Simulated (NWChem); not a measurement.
System: C₃H₂F₄; SMILES F[C@H]1[C@H](F)C1(F)F

Computed with NWChem. Structure relaxed at the PBE0/def2-SVP level. Level: PBE/def2-SVP with SMD (1 M gas to 1 M solution), gas-phase geometry.

Order these by “cavity-dispersion-structure term (kcal/mol)”, lowest first: 1-octanol; chloroform; water; ethylene glycol.

chloroform (0.1), 1-octanol (1.1), ethylene glycol (2.8), water (4.4)
